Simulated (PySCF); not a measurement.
# Bond lengths and vibrations by method: FH2NOSi

These are calculations, not measurements. They come from PySCF 2.14.0, an open-source quantum chemistry program, on an isolated molecule that a program drew, which may never have been made. The molecule is FH2NOSi (charge 0, singlet), drawn as the SMILES string `N=[Si](O)F`.

The geometry was optimised and harmonic frequencies were computed with HF and MP2, all in the cc-pV(D+d)Z basis, for the commonest isotopes, with a restricted reference for singlets and an unrestricted one otherwise, and a frozen core in MP2. Each result is a local minimum of its method.

Geometry at the HF minimum:
```xyz
6
FH2NOSi, angstrom
N    -2.7215   -0.5424    3.6474
Si   -1.7204   -1.4238    2.8675
O    -1.6756   -2.1006    1.4065
F    -0.3476   -1.8647    3.5156
H    -3.6141   -0.1896    3.3734
H    -2.4118   -1.9688    0.8262
```

Lengths of the bonds as drawn, in Å (atoms numbered as above):
```
  bond     HF    MP2
N1-Si2  1.545  1.592
Si2-O3  1.611  1.645
Si2-F4  1.581  1.606
 N1-H5  0.998  1.022
 O3-H6  0.947  0.968
```

Rotational constants, in GHz:
| constant | HF | MP2 |
|---|---|---|
| A | 8.483 | 8.309 |
| B | 7.078 | 6.729 |
| C | 3.859 | 3.718 |

Harmonic frequencies in cm^-1, each column in rising order, so a row needn't be the same motion in every method:
```
rank,HF,MP2
1,334,303
2,368,309
3,373,347
4,434,386
5,506,536
6,571,613
7,858,789
8,873,853
9,1036,984
10,1348,1214
11,3904,?
12,4165,3879
```

**Estimate the missing MP2 frequency from the HF column.**

A single factor s that minimises the squared misfit of MP2 against s times HF over the other rows is sum(HF x MP2) / sum(HF^2) = 0.9333, with an rms misfit of 38 cm^-1. For rank 11 it gives 0.9333 x 3904 = 3644 cm^-1. The calculation gives 3626 cm^-1, 18 cm^-1 below the estimate. The drawn bonds are on average 2.3 % longer in MP2 than in HF.
